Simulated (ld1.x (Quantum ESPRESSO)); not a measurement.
## What one change does to a pseudopotential (B, TM)

```
Element                 : boron
Generator               : ld1.x (Quantum ESPRESSO) 7.5
Type                    : norm-conserving Troullier–Martins (Kleinman–Bylander form)
Functional              : PBEsol
Relativity              : scalar-relativistic
Frozen core             : [He]
Valence charge          : 3
Reference configuration : 2s1.5 2p1.5
Partial waves           : 2p (bound): rc 2.65 bohr; 3d channel at 0.05 Ry: rc 2.55 bohr; 2s (bound): rc 1.55 bohr
Local potential         : the s channel
Core correction         : Bessel-smoothed model core, default radius (core density twice the valence density)
```

Change: all radii but the core radius scaled by about 0.85 (s 1.32, p 2.26, d 2.18 bohr).

Cutoffs: the cutoffs (Ry, on a coarse ladder) from which the occupation-weighted sum of valence levels, in a spherical-Bessel basis at the reference potential, stays within 10 and 1 mRy of its value at 400 Ry; they do not see the model core or the augmentation charge, which bear on the density cutoff. Errors are all-electron minus pseudo energies relative to the spin-unpolarised reference configuration.

Predict the effect on cutoff, ghosts and configuration errors.

The potential gets harder (18 Ry and 45 Ry → 21 Ry and 50 Ry); of the 7 tests that both files solve, the error grows in 0 and shrinks in 7 by more than 15 % and 0.3 meV (median size 11.0 → 6.0 meV); neither file shows a bound ghost. A smaller radius makes the pseudo-wave follow the all-electron one further in, where it bends more sharply, so more plane waves are needed. Less of the atom is replaced, so other configurations are described better.

```csv
quantity,base,changed
"cutoff, loose",18 Ry,21 Ry
"cutoff, tight",45 Ry,50 Ry
loose cutoff by channel (10 mRy a level),"p 15 Ry, s 15 Ry","p 15 Ry, s 18 Ry"
bound ghosts,none,none
"error for 2s2 2p1, meV [ΔE -2.91 eV]",-2.3,-0.8
"error for 2s2 2p0, meV [ΔE 5.23 eV]",+64,+35
"error for 2s1 2p0, meV [ΔE 30.49 eV]",+223,+131
"error for 2s2 2p1.3, meV [ΔE -3.63 eV]",-3.7,-1.5
"error for 2s0 2p3, meV [ΔE 8.75 eV]",-22,-7.6
"error for 2s1 2p2, meV [ΔE 2.91 eV]",-2.4,-0.8
"error for 2s2 2p0.5, meV [ΔE -0.05 eV]",+11,+6.0
```
